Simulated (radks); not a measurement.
Values are calculated unless marked as measured or tabulated.
The zirconium anion Zr- inside a hard spherical wall (all orbitals vanish at R), configuration held at [Kr] 4d3 5s2 and not refilled when levels cross. Level of theory: scalar-relativistic Kohn-Sham, LDA (Slater exchange, Perdew-Wang correlation), spin-polarised, spherical densities, finite nucleus; open shells are filled with parallel spins first (spin-orbit coupling, left out, can overturn this in heavy ions); Fermi nuclear charge, rms radius 4.2694 fm (a radial shooting solver on a logarithmic mesh with Libxc functionals). Eigenvalues in eV for spin up, with the zero of energy where the potential of the charges vanishes at infinity; a dash marks a level that is unbound or too diffuse for the functional's potential to be trusted. A positive occupied level is held by the wall or, in an anion where self-interaction has pushed it up, behind a barrier. The pressure on the wall is -dE/dV.

R (bohr)  E (hartree)  kinetic (hartree)    e(4s)    e(4p)   e(5s)   e(4d)  e(5p, empty)  e(6s, empty)  pressure (GPa)
12        -3594.60645           3694.817  -47.786  -25.938   0.233   1.987         2.542         4.103          0.0351
10        -3594.59804           3694.855  -47.315  -25.471   0.576   2.402         3.104         5.919           0.174
8         -3594.56603           3694.989  -46.166  -24.339   1.460   3.393         4.432        10.015            1.11
6         -3594.41629           3695.526  -43.083  -21.341   4.282   6.071         8.392        21.377            10.1
5         -3594.15828           3696.355  -39.817  -18.218   8.148   9.085        13.598        35.309            37.9
3.5       -3592.51706           3701.500  -29.174   -8.079  27.918  20.643        38.519        95.029             481
2.5       -3586.04852           3721.765   -7.613   14.339  88.819  48.873        107.53        240.88            5310
2         -3573.43733           3757.843   22.323   47.541  184.60  89.848        209.26        441.38           24500
1.5       -3531.04468           3866.839   109.73   143.71  445.80  199.64        475.29        942.29          163000
